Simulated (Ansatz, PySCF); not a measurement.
System: AlCl, net charge 0, singlet state. SMILES: [Al][Cl]
Coordinates optimised at B3LYP-D3(BJ)/def2-TZVP (Ansatz, a first-principles code):
```
Al
Cl 1 2.1602
```

B3LYP/6-31G* beside other levels, property by property. Terms: 6-31G* and kin with 6d, 5d where marked; open shells spin-unrestricted; no spin-orbit coupling; non-relativistic; each state is the SCF solution reached for its charge and spin; atomisation electronic, to ground-state atoms; valence correlation only. CBS(X,Y): correlation extrapolated as X^-3; Hartree-Fock from the larger set (for Q and 5 zeta extrapolated as (X+1)exp(-9√X)). First-principles rows: single points at B3LYP-D3(BJ) geometries (Ansatz), with unscaled harmonic terms from B3LYP/6-31G* at its own minima, enthalpies of formation by atomisation with measured atoms.

Coupled cluster (Ansatz) is a level with limits of its own, used here on species with T1 under 0.025 (0.045 for open shells) and stable references: (a) CCSD(T)/CBS(aug-cc-pV(T+d)Z,aug-cc-pV(Q+d)Z); (b) CCSD(T)/CBS(cc-pV(Q+d)Z,cc-pV(5+d)Z).

| property | B3LYP/6-31G* (Ansatz) | B3LYP/STO-3G (Ansatz) | M06-2X/6-31G* (5d) (PySCF) | MP2/6-31G* (Ansatz) | to compare with |
|---|---|---|---|---|---|
| vertical ionisation energy to the doublet (eV) | 9.41 | 6.77 | 9.34 | 8.98 | 9.41 coupled cluster (a) |
| atomisation energy (kcal/mol) | 114.7 | 182.5 | 120.9 | 113.7 | 122.5 coupled cluster (b) |
| enthalpy of formation at 298 K (kcal/mol) | -7.2 | -75.0 | -13.4 | -6.2 | -15.0 coupled cluster (b) |

As the rows show:
- vertical ionisation energy to the doublet: B3LYP/6-31G* equals coupled cluster.
- atomisation energy: B3LYP/6-31G* lies 7.8 kcal/mol below coupled cluster.
- enthalpy of formation at 298 K: B3LYP/6-31G* lies 7.8 kcal/mol above coupled cluster.

The properties are those with a value to compare with, at most eight drawn at random. No case is left out for the size of its miss. Left out are saddle points of the reference geometry, anions that the best level run finds unbound, excited spin states, species near biochemistry, cases with under five habitual levels, runs that failed or whose electronic state is in doubt, and table entries that another table contradicts.
